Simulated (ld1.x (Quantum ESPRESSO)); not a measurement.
**Configuration tests for Mg (Z = 12) (TM)**

Mg, norm-conserving Troullier–Martins (Kleinman–Bylander form), made with ld1.x (Quantum ESPRESSO) 7.5 (PBEsol, scalar-relativistic). Core [He] 2s2, reference 2p6 3s2 3p0. Waves: 3s (bound): rc 2.75 bohr; 2p (bound): rc 0.55 bohr; 3d channel at 0.3 Ry: rc 2.40 bohr. Local part: the d channel. Core correction: none.

Energies are relative to the spin-unpolarised reference configuration 2p6 3s2 3p0; without spin polarisation the order of configurations can differ from experiment.

```csv
valence configuration,charge,ΔE all-electron (eV),error AE − PS (meV)
2p6 3s1 3p0,+1,7.920,+3.5
2p6 3s0 3p0,+2,22.737,+12
2p6 3s1.5 3p0,+0.5,3.129,+0.9
2p6 3s1 3p1,0,3.474,+52
2p6 3s0 3p1,+1,12.230,+87
2p5 3s2 3p0,+1,58.455,+186
```

(1) What are ΔE and the potential's error for 2p6 3s0 3p2?

Levels in the configuration 2p6 3s1.5 3p0:

```
level  all-electron (eV)  pseudo (eV)
   2p            -50.805      -50.737
   3s             -7.883       -7.879
```

Results:

(1) ΔE = 7.126 eV all-electron; the error (AE − PS) is +113 meV.

ld1.x printed “convergence not achieved” for 1 of the counted tests; its residual had stalled under 1e-8, short of the target of 1e-14.
